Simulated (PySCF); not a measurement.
C2H6F2OSi, SMILES O[SiH](CF)CF.

The structure is a stationary point at ωB97X-D3(BJ)/def2-SVP. The values are those of a single conformer.

These are SMD-M06-2X/def2-SVP run with PySCF values and carry that method's errors.

Solvation free energies are E(SMD) − E(gas) at the gas-phase geometry, for 1 M in both phases. In vacuum the dipole moment is 3.27 D.

Question: Rank water, methanol, toluene by solvation free energy, most negative first.

Answer: methanol (-10.3 kcal/mol), water (-7.2 kcal/mol), toluene (-4.3 kcal/mol)
